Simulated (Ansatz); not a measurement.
Z-matrix (Å, degrees):
```
C
B 1 1.548
H 1 1.092 2 114.7
H 1 1.106 2 102.9 3 -113.9
H 1 1.091 2 116.0 3 130.8
Si 2 2.016 1 124.2 3 -153.5
H 2 1.201 1 119.1 3 30.2
S 6 2.134 2 109.6 1 2.4
H 6 1.495 2 110.6 1 123.5
H 6 1.495 2 111.2 1 -119.2
C 8 1.815 6 100.5 2 179.5
H 11 1.090 8 110.9 6 -61.0
H 11 1.090 8 107.2 6 -179.8
H 11 1.090 8 110.9 6 61.3
```

Charge 0, multiplicity 1.

**Question.** List the PBE0/def2-TZVPP orbital energies in eV (Ansatz 0.2.0). (Estimate.)

**Answer.** Ansatz gave: Occupied: -2421.96, -1802.43, -278.90, -277.74, -217.30, -184.90, -161.14, -161.05, -160.94, -144.76, -99.45, -99.41, -99.38, -21.66, -19.92, -17.86, -14.81, -12.95, -12.07, -12.01, -11.70, -11.41, -10.52, -9.73, -9.61, -8.39, -7.90, -6.74. Lowest empty: -1.86, 0.45, 0.53, 1.37, 1.86, 1.94, 2.21, 2.51.
